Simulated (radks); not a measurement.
Values are calculated unless marked as measured or tabulated.
Task: Radial electron density D(r) = 4 pi r^2 rho(r) of an atom or ion with 19 electrons. Code: a radial shooting solver on a logarithmic mesh with Libxc functionals. Model: scalar-relativistic Kohn-Sham, LDA (Slater exchange, VWN5 correlation), spin-polarised, spherical densities, finite nucleus; Fermi nuclear charge, rms radius of each element as measured or else 0.836 A^(1/3) + 0.57 fm.

```
   r/bohr * D(r) (the largest magnitude, 116, reaches the edge; | marks zero)
 0.001257 |   *
 0.001395 |   *
  0.00156 |    *
 0.001731 |     *
 0.001936 |      *
 0.002148 |        *
 0.002403 |         *
 0.002666 |           *
 0.002982 |            *
 0.003309 |              *
 0.003701 |                 *
 0.004107 |                   *
 0.004593 |                      *
 0.005097 |                        *
 0.005701 |                           *
 0.006326 |                              *
 0.007075 |                                 *
 0.007914 |                                    *
 0.008781 |                                      *
 0.009822 |                                        *
   0.0109 |                                          *
  0.01219 |                                           *
  0.01353 |                                           *
  0.01513 |                                           *
  0.01679 |                                          *
  0.01878 |                                         *
  0.02083 |                                        *
   0.0233 |                                      *
  0.02586 |                                      *
  0.02892 |                                      *
  0.03209 |                                        *
   0.0359 |                                          *
  0.03983 |                                             *
  0.04455 |                                                 *
  0.04943 |                                                    *
  0.05529 |                                                      *
  0.06135 |                                                      *
  0.06862 |                                                   *
  0.07676 |                                              *
  0.08517 |                                       *
  0.09526 |                                *
   0.1057 |                          *
   0.1182 |                       *
   0.1312 |                      *
   0.1467 |                        *
   0.1628 |                         *
   0.1821 |                          *
   0.2021 |                         *
    0.226 |                     *
   0.2508 |                *
   0.2805 |          *
   0.3113 |      *
   0.3482 |  *
   0.3863 |*
   0.4321 |*
   0.4794 *
   0.5363 *
    0.595 *
   0.6656 *
```

What is the nuclear charge?

Result: Z = 69. The innermost maximum, from 1s, lies near gamma/Z bohr with gamma = sqrt(1 - (Z/c)^2) = 0.864, here 0.0125 bohr (found: 0.0137), and its height grows with Z. The density is that of the thulium ion Tm50+ in [Ar] 3d1; the configuration itself is not fixed sharply by these data, and Z only to a few units. D(r) has 3 maxima, at r = 0.0137, 0.0575, 0.181 bohr, and minima at 0.0265, 0.128 bohr, inside which lie 1.94, 10.56 electrons.
